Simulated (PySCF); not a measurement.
Species: [Ag(NH3)2]+ (charge +1 and singlet state).
Cartesian coordinates in Å at the PBE0-D3(BJ)/def2-SVP level; atoms count from 1:
```
atom  x, y, z in Å
Ag1    0.0180   -0.0127   -0.0028
N2    -0.0019   -0.0324    2.1395
H3    -0.4422    0.8034    2.5304
H4     0.9371   -0.0767    2.5410
H5    -0.5149   -0.8313    2.5187
N6     0.0333    0.0156   -2.1451
H7    -0.9100   -0.0010   -2.5391
H8     0.5261   -0.7850   -2.5465
H9     0.4873    0.8507   -2.5216
```

Computed with PBE0-D3(BJ)/def2-SVP geometry optimisation, gas phase, def2 core potentials past Kr in PySCF 2.14.0.

(1) Which atoms are bound to Ag1, and at what distances?

(2) What is the shape at Ag1?

(3) What are the other bond lengths?

Answers

(1) 2 atoms: N6 2.143 Å, N2 2.143 Å. The nearest atom not counted as bound is H7, at 2.70 Å (others tie with it).

(2) Linear: angle 179.7°.

(3) N2–H3 and 5 like bonds 1.022 Å.

Charge +1, singlet. PBE0-D3(BJ)/def2-SVP frequencies: not computed here.
